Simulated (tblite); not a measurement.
C₅H₁₁NOSi (charge +1 and doublet state).
SMILES with atom numbers: `[CH3:1][C@H:2]1[CH2:3][CH2:4][SiH2:5][N:6]1[CH:7]=[O+:8]` (hydrogens: H9, H10, H11 on C1; H12 on C2; H13, H14 on C3; H15, H16 on C4; H17, H18 on Si5; H19 on C7)

A start from a force field or distance geometry was refined with GFN2-xTB geometry optimisation, gas phase in tblite. Values at the start:

```csv
coordinate,start
C1–C2,1.535 Å
C1–H9,1.098 Å
C2–C3,1.530 Å
C2–N6,1.471 Å
C2–H12,1.094 Å
C3–C4,1.542 Å
C3–H13,1.106 Å
C3–H14,1.103 Å
C4–Si5,1.900 Å
C4–H15,1.090 Å
C4–H16,1.112 Å
Si5–N6,1.767 Å
Si5–H17,1.477 Å
Si5–H18,1.482 Å
N6–C7,1.365 Å
C7=O8,1.223 Å
C1–C2–C3,112.6°
C1–C2–N6,110.6°
C2–N6–Si5,112.2°
C2–N6–C7,125.5°
C3–C2–N6,108.4°
C4–Si5–N6,93.8°
Si5–N6–C7,122.3°
N6–C7–O8,125.0°
C1–C2–C3–C4,84°
C1–C2–N6–Si5,-102°
C2–C3–C4–Si5,36°
C4–Si5–N6–C7,179°
```

Problem. How do these coordinates change at the GFN2-xTB level?

Solution. 
```tsv
coordinate	GFN2-xTB (Å or °)	change
C4–Si5	1.939	+0.039
C2–N6	1.440	-0.031
C7=O8	1.197	-0.026
C3–C4	1.517	-0.025
C4–H16	1.089	-0.023
Si5–H17	1.455	-0.022
Si5–N6	1.788	+0.021
Si5–H18	1.463	-0.019
C3–H13	1.092	-0.014
N6–C7	1.352	-0.013
C3–H14	1.091	-0.012
C1–H9	1.087	-0.011
C2–C3	1.537	+0.007
C2–H12	1.099	+0.005
C4–H15	1.087	-0.003
C1–C2	1.532	-0.003
C2–N6–C7	118.1	-7.4
Si5–N6–C7	125.8	+3.5
C3–C2–N6	105.1	-3.3
C4–Si5–N6	90.6	-3.2
C2–N6–Si5	115.4	+3.2
N6–C7–O8	126.8	+1.8
C1–C2–N6	111.8	+1.2
C1–C2–C3	111.5	-1.1
C4–Si5–N6–C7	-173	+8
C1–C2–N6–Si5	-96	+6
C1–C2–C3–C4	79	-5
C2–C3–C4–Si5	39	+3
```

The energy falls by 20.6 kJ/mol over 60 L-BFGS steps, the largest force on an atom goes from 1.98 to 0.009 eV/Å, and the atoms move by 0.101 Å rms after alignment. The bond that changes most is C4–Si5 (ends: carbon bonded to C, Si and 2 H; silicon bonded to C, N and 2 H), which lengthens by 0.039 Å. Bonds longer at the end by more than 0.005 Å: 3 of 19; shorter: 11. Among the dihedrals that turn most is H18–Si5–N6–C7, from 64° to 78°. Rotational constants go from 2445, 1524, 1088 to 2503, 1547, 1115 MHz.

Time: 0.56 s of wall time. Hardware: Intel Xeon 6975P-C, one thread, shared host with 192 logical CPUs at a one-minute load of 78.

Its GFN2-xTB frequencies are all real (lowest 51 cm⁻¹).

One conformer stands for the species.

The numbers are calculated, not measured.
